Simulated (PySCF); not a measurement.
# How methods differ on the excitation energy of Mn

Mn [Ar] 3d5 4s2 (6S) → Mn [Ar] 3d7 (4F), as a difference of total energies. All numbers are calculated (PySCF 2.14, scalar relativity by spin-free X2C-1e, in aug-cc-pVTZ-DK (8s7p5d3f2g, 93 functions)). Correlated levels: valence: [Ar] frozen. The calculations carry no spin-orbit coupling.

```json
{"method": "UHF", "excitation energy (eV)": "8.939"}
{"method": "LDA", "excitation energy (eV)": "4.514"}
{"method": "PBE", "excitation energy (eV)": "4.383"}
{"method": "PBE0", "excitation energy (eV)": "5.388"}
{"method": "r2SCAN", "excitation energy (eV)": "5.185"}
{"method": "M06-L", "excitation energy (eV)": "5.517"}
{"method": "HSE06", "excitation energy (eV)": "5.375"}
{"method": "MP2 (valence)", "excitation energy (eV)": "6.248"}
{"method": "SCS-MP2 (valence)", "excitation energy (eV)": "6.036"}
```

Question: How much does correlation contribute at MP2 (valence)?

Answer: 6.248 − (8.939) = -2.691 eV, measured against UHF.

A first-order spin-orbit estimate (lowest level to lowest level, LS coupling) adds -0.053 eV.
